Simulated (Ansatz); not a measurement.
Ideal-gas functions of CH₄AlBO, SMILES `[CH3][Al]1[BH][O]1` at 800 K and 1 bar, from an Ansatz frequency run at PBE0-D4/def2-TZVP.

Molar mass 69.84 g/mol, point group Cs (symmetry number 1), electronic degeneracy 1, moments of inertia 20.298, 135.717, 152.878 u Å². Harmonic wavenumbers (cm⁻¹, unscaled): 58, 140, 153, 490, 556, 621, 676, 702, 749, 960, 1210, 1334, 1432, 1440, 2623, 3042, 3122, 3147.

Use S(trans) = R[1.5 ln M + 2.5 ln T − 1.1517]; rotational temperatures θ = 24.2544 K / I; S(rot) = R[ln(√π/σ · √(T³/θAθBθC)) + 1.5]; for each mode x = 1.438777 ν̃/T, S = R[x/(eˣ − 1) − ln(1 − e⁻ˣ)] and H = RT x/(eˣ − 1); 1 cm⁻¹ = 0.0119627 kJ/mol; R = 8.31446 J/(mol·K).

Question: By hand: the entropy, in J/(mol·K).

Answer: Translation 182.3. Rotation: θ = 1.1949, 0.1787, 0.1587 K, giving 114.7. Vibration, mode by mode: 27.11, 19.80, 19.07, 9.63, 8.65, 7.81, 7.18, 6.91, 6.44, 4.74, 3.32, 2.78, 2.42, 2.40, 0.43, 0.23, 0.20, 0.19, in all 129.3. Electronic 0.0. Sum 426.3 J/(mol·K).

Question: By hand: H − E and G − E in kJ/mol, counted from the electronic energy.

Answer: Zero-point energy ½ × 22455 × 0.0119627 = 134.3; thermal vibration 48.9; translation, rotation and pV give 4 RT = 26.6. H − E = 209.8 kJ/mol, and G − E = 209.8 − 800 × 426.3/1000 = -131.2 kJ/mol.

Vibration gives 30 % of the entropy, 46.9 J/(mol·K) of it from the modes under 150 cm⁻¹: soft modes count most, and the harmonic formula is weakest for them.
